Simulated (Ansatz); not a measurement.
Wavefunction ladder for C3H8BN, SMILES `BNCC=C`

```csv
atom,x (Å),y (Å),z (Å)
B1,-1.4095,0.6283,1.8376
N2,-0.5845,0.7770,0.7366
C3,0.5130,-0.0859,0.3456
C4,0.2868,-0.7107,-0.9939
C5,1.1005,-0.5687,-2.0297
H6,-2.2864,1.4236,2.0136
H7,-1.2197,-0.2916,2.5820
H8,-0.7421,1.5373,0.0917
H9,0.6007,-0.8605,1.1128
H10,1.4565,0.4717,0.3337
H11,-0.6210,-1.3027,-1.0902
H12,2.0072,0.0247,-1.9568
H13,0.8984,-1.0426,-2.9831
```

Total charge 0; spin multiplicity 1. The geometry is a stationary point of PBE0-D4/def2-TZVP. It is one conformer, not always the lowest. Frozen core, restricted reference, Ansatz 0.2.0. CBS rows extrapolate triple and quadruple zeta; past MP2 they add the triple-zeta difference.

```json
{"basis": "def2-SVP", "HF (Eh)": "-197.25662", "MP2 corr.": "-0.66438"}
{"basis": "def2-TZVPP", "HF (Eh)": "-197.47652", "MP2 corr.": "-0.81149"}
{"basis": "def2-QZVPP", "HF (Eh)": "-197.48591", "MP2 corr.": "-0.86411"}
```

Estimate the CCSD correlation energy and the (T) correction in each basis where they were run (hartree).


| basis | CCSD corr. | (T) |
| --- | --- | --- |
| def2-SVP | -0.72315 | -0.02364 |
| def2-TZVPP | -0.85858 | -0.03615 |
| CBS(def2) | -0.95019 | as TZ |
